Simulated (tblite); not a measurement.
Run record: tight-binding relaxation, `[S][C@@]12[C@@H]3[C@H]4[C@@H]3[C@@H]1[C@H]42` [radical].

Computed with GFN2-xTB geometry optimisation, gas phase (tblite 0.8.0). Start geometry: from a force field or distance geometry. The input is one job of a driver script: a line of settings, then coordinates in Å.

Command:
```bash
OMP_NUM_THREADS=1 python probes_run.py task.json out
```

Input:
```
{"job": {"kind": "relax", "xc": "GFN2-xTB", "basis": "xTB"}, "charge": 0, "multiplicity": 2}
S      0.997400    -0.672100     2.467500
C      0.337200    -0.323800     0.941600
C     -0.979900    -0.005600     0.497200
C     -0.649600    -0.461500    -0.852200
C     -0.428300     0.933200    -0.507900
C      0.895400     0.628400    -0.058500
C      0.707800    -0.774200    -0.388200
H     -1.915700     0.094200     0.989300
H     -1.236200    -0.921600    -1.592300
H     -0.893000     1.813000    -0.880800
H      1.777500     1.203100     0.071500
H      1.388600    -1.513800    -0.713200
```

Output:
```
step      E/eV     max force
  0    -502.10478    4.976
  1    -502.50262    2.728
  2    -502.79814    1.137
  3    -502.86587    0.355
  4    -502.87767    0.185
  5    -502.88007    0.157
  6    -502.88274    0.141
  7    -502.88713    0.193
  8    -502.89102    0.206
  9    -502.89408    0.158
... (7 lines left out)
 17    -502.89668    0.040
 18    -502.89680    0.039
 19    -502.89688    0.025
 20    -502.89693    0.014
 21    -502.89696    0.011
 22    -502.89697    0.010
 23    -502.89699    0.010
 24    -502.89700    0.013
 25    -502.89702    0.013
 26    -502.89703    0.009
```

«max force» is the largest atomic force in eV/Å.

Question: From which step on does the largest force stay under 0.1 eV/Å, and how much energy is left to gain from there?

Answer: From step 10 (0.073 eV/Å), 1.7 meV above the end.

Main results: energy lowered by 18.3 kcal/mol over 26 steps; largest atomic force 0.009 eV/Å at the end.

On one thread, Arm Neoverse V1 (aarch64), on a shared host, this took 0.14 s of wall time.
Labels such as C1 count atoms from 1, the log's own numbers from 0.
